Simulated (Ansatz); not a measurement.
`[CH3][GeH]([OH])[BH]O` and `[CH3][GeH]([OH])[TeH]` differ in one atom or group.

Ansatz, PBE0-D4/def2-TZVP geometries, multiplicity 1. Each molecule was computed in one conformer, which needn't be the lowest.

Elements past krypton have def2 core potentials. Scalar relativity is left out up to krypton.

| property | `[CH3][GeH]([OH])[BH]O` |
| --- | --- |
| size of the dipole moment (B3LYP/def2-TZVPP) / D | 1.46 |
| HOMO–LUMO gap (ωB97M-V/def2-TZVPP) / eV | 10.23 |
| LUMO energy (PBE/def2-TZVPP) / eV | -2.10 |
| LUMO energy (PBE0/def2-TZVPP) / eV | -1.16 |
| size of the dipole moment (PBE/def2-TZVPP) / D | 1.45 |
| HOMO–LUMO gap (PBE0/def2-TZVPP) / eV | 6.12 |

(1) What does the change do to each property? (An estimate is asked.)

## Answers

(1) The calculation gave: 
| property | `[CH3][GeH]([OH])[TeH]` | shift |
| --- | --- | --- |
| size of the dipole moment (B3LYP/def2-TZVPP) / D | 0.65 | -0.81 |
| HOMO–LUMO gap (ωB97M-V/def2-TZVPP) / eV | 9.75 | -0.48 |
| LUMO energy (PBE/def2-TZVPP) / eV | -1.47 | 0.63 |
| LUMO energy (PBE0/def2-TZVPP) / eV | -0.67 | 0.49 |
| size of the dipole moment (PBE/def2-TZVPP) / D | 0.58 | -0.87 |
| HOMO–LUMO gap (PBE0/def2-TZVPP) / eV | 5.87 | -0.25 |

With PBE0 the HOMO rises by 0.74 eV and the LUMO rises by 0.49 eV, so the gap narrows by about 0.25 eV. PBE moves the HOMO by 0.45 eV and ωB97M-V by 0.84 eV. Dipoles are sizes alone; their direction can turn.

B3LYP here is the variant with VWN-RPA as its local correlation; programs differ in this.

Spin–orbit coupling is left out; it splits and shifts lone-pair levels of the heavy atoms by tenths of an eV.
